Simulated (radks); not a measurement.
Values are calculated unless marked as measured or tabulated.
Rb+, configuration [Kr]. Level of theory: scalar-relativistic Kohn-Sham, XLYP, spin-polarised, spherical densities, point nucleus (a radial shooting solver on a logarithmic mesh with Libxc functionals). Some entries of the table are withheld. Estimate them.

orbital  occ.  eigenvalue (Ry)  <1/r> (bohr^-1)
1s          2        -1105.774            37.88
2s          2        -148.0726            8.433
2p          6        -131.3282            8.241
3s          2        -22.30901            2.808
3p          6              (1)            2.654
3d         10         -8.06070              (2)
4s          2         -2.75752           0.9236
4p          6         -1.58051              (3)

Answer. 
(1) 3p eigenvalue (Ry): -16.94122
(2) 3d <1/r> (bohr^-1): 2.390
(3) 4p <1/r> (bohr^-1): 0.7721
